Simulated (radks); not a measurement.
Problem. Species: Cs34+. Configuration: [Ar] 3d3 (the NIST ground configuration). All-electron calculation, scalar-relativistic Kohn-Sham, LDA (Slater exchange, VWN5 correlation), spin-polarised, spherical densities, finite nucleus; open shells are filled with parallel spins first (spin-orbit coupling, left out, can overturn this in heavy ions); Fermi nuclear charge, rms radius 4.8041 fm. Program: a radial shooting solver on a logarithmic mesh with Libxc functionals. Some entries of the table are withheld. Estimate them.

orbital,occ.,eigenvalue (hartree),<r^2> (bohr^2)
1s up,1,-1376.185,0.0009265
1s down,1,-1376.174,0.0009265
2s up,1,-267.0011,0.01464
2s down,1,-266.5852,0.01462
2p up,3,(1),0.01158
2p down,3,(2),0.01156
3s up,1,(3),0.08916
3s down,1,(4),0.08951
3p up,3,-88.59867,0.08630
3p down,3,-88.13780,0.08670
3d up,3,-80.18088,0.06889
3d down,0,-79.61551,0.06934

Solution. 
(1) 2p up eigenvalue (hartree): -246.2360
(2) 2p down eigenvalue (hartree): -245.9115
(3) 3s up eigenvalue (hartree): -95.17272
(4) 3s down eigenvalue (hartree): -94.72492
